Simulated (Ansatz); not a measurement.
`O=C[SiH2][SiH3]` and `O=C[SiH2][SiH2][SiH3]` differ in one atom or group.

Ansatz, PBE0-D4/def2-TZVP geometries, multiplicity 1. Each molecule was computed in one conformer, which needn't be the lowest.

```
                                          property  `O=C[SiH2][SiH3]`
               HOMO–LUMO gap (PBE/def2-TZVPP) / eV               2.79
               HOMO energy (B3LYP/def2-TZVPP) / eV              -6.86
  size of the dipole moment (B3LYP/def2-TZVPP) / D               2.25
    size of the dipole moment (PBE/def2-TZVPP) / D               2.03
           HOMO–LUMO gap (ωB97M-V/def2-TZVPP) / eV               9.77
size of the dipole moment (ωB97M-V/def2-TZVPP) / D               2.26
```

(1) What does the change do to each property? (An estimate is asked.)

Results:

(1) The calculation gave: 
```
                                          property  `O=C[SiH2][SiH2][SiH3]`  shift
               HOMO–LUMO gap (PBE/def2-TZVPP) / eV                     2.85   0.06
               HOMO energy (B3LYP/def2-TZVPP) / eV                    -6.97  -0.11
  size of the dipole moment (B3LYP/def2-TZVPP) / D                     1.82  -0.43
    size of the dipole moment (PBE/def2-TZVPP) / D                     1.61  -0.42
           HOMO–LUMO gap (ωB97M-V/def2-TZVPP) / eV                     9.92   0.15
size of the dipole moment (ωB97M-V/def2-TZVPP) / D                     1.84  -0.42
```

Dipoles are sizes alone; their direction can turn.

B3LYP here is the variant with VWN-RPA as its local correlation; programs differ in this.
